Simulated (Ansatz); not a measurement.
The cluster Ge2Cl2 (the lowest singlet isomer of a short search), 4 atoms. Hardware: 4 threads of Arm Neoverse V2 on a shared host.

Q: How many basis functions does each of these Ansatz runs have, and roughly what does it cost? PBE0-D4/def2-TZVP, charge 0 singlet, energy, from earlier orbitals; r2SCAN-D4/def2-TZVP, charge 1 doublet at the geometry of the charge 0 singlet, energy, from earlier orbitals; PBE0-D4/def2-TZVPD, charge -1 doublet at the geometry of the charge 0 singlet, energy; PBE-D4/def2-TZVP, charge 0 unrestricted singlet, energy, from earlier orbitals; PBE-D4/def2-SVP, charge 0 singlet, energy, from earlier orbitals; BHLYP-D4/def2-TZVP, charge 0 quintet, energy, from earlier orbitals; PBE-D4/def2-SVP, charge 0 triplet, relaxation, 16 steps; r2SCAN-D4/def2-TZVP, charge 0 quintet, energy, from earlier orbitals; r2SCAN-D4/def2-TZVPD, charge -1 doublet at the geometry of the charge 0 singlet, energy, from earlier orbitals; BHLYP-D4/def2-TZVP, charge 0 singlet, energy, from earlier orbitals; BHLYP-D4/def2-TZVP, charge 0 triplet, energy, from earlier orbitals; PBE-D4/def2-TZVP, charge 0 triplet, energy, from earlier orbitals.

A: Other jobs shared the machine, so times can vary by a factor of up to 3. A dash marks memory too small to be measured apart from the calling script's.

| run | functions | fitting or Cholesky vectors | wall time | peak host memory (GiB) |
| --- | --- | --- | --- | --- |
| PBE-D4/def2-SVP, charge 0 singlet, energy, from earlier orbitals | 100 | 1092 | 0.81 s | – |
| PBE-D4/def2-TZVP, charge 0 triplet, energy, from earlier orbitals | 170 | 1228 | 2.2 s | – |
| PBE-D4/def2-TZVP, charge 0 unrestricted singlet, energy, from earlier orbitals | 170 | 1228 | 2.4 s | – |
| PBE0-D4/def2-TZVP, charge 0 singlet, energy, from earlier orbitals | 170 | 1338 | 3 s | 0.58 |
| BHLYP-D4/def2-TZVP, charge 0 singlet, energy, from earlier orbitals | 170 | 1498 | 3.3 s | 0.62 |
| BHLYP-D4/def2-TZVP, charge 0 triplet, energy, from earlier orbitals | 170 | 1083 | 4.8 s | 0.59 |
| BHLYP-D4/def2-TZVP, charge 0 quintet, energy, from earlier orbitals | 170 | 1081 | 4.8 s | 0.59 |
| r2SCAN-D4/def2-TZVP, charge 0 quintet, energy, from earlier orbitals | 170 | 1228 | 6.5 s | – |
| r2SCAN-D4/def2-TZVP, charge 1 doublet at the geometry of the charge 0 singlet, energy, from earlier orbitals | 170 | 1228 | 6.5 s | – |
| PBE0-D4/def2-TZVPD, charge -1 doublet at the geometry of the charge 0 singlet, energy | 200 | 1468 | 15 s | 1.1 |
| PBE-D4/def2-SVP, charge 0 triplet, relaxation, 16 steps | 100 | 1092 | 15 s | – |
| r2SCAN-D4/def2-TZVPD, charge -1 doublet at the geometry of the charge 0 singlet, energy, from earlier orbitals | 200 | 1306 | 24 s | 0.69 |
